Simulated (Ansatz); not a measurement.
Basis-set extrapolation for B2FH2NO (`OB1NB1F`) (PBE0-D4/def2-TZVP geometry, frozen core, the Gaussian-basis code of Ansatz). Multiplicity 1, RHF reference.

```csv
,def2-TZVPP,def2-QZVPP
HF,-279.526024,-279.538899
MP2 correlation,-0.869766,-0.940564
CCSD(T) correlation,-0.916056,not run
```

Energies in hartree. Use E(X) = E(∞) + A·exp(−7.88·√X) for Hartree–Fock and E(X) = E(∞) + B·X^(−2.97) for correlation, with X = 3 and 4, and add CCSD(T) minus MP2 of the smaller set to the MP2 limit.

Question: What is the CCSD(T) energy at the basis-set limit?

Answer: HF limit: -279.538899 + (-0.012875) × 0.13774 = -279.54067. MP2 limit: -0.940564 + (-0.070798) × 0.74074 = -0.99301. Higher-order term: -0.916056 − (-0.869766) = -0.04629. Total: -280.57997 hartree, 3.75 eV below CCSD(T)/def2-TZVPP.
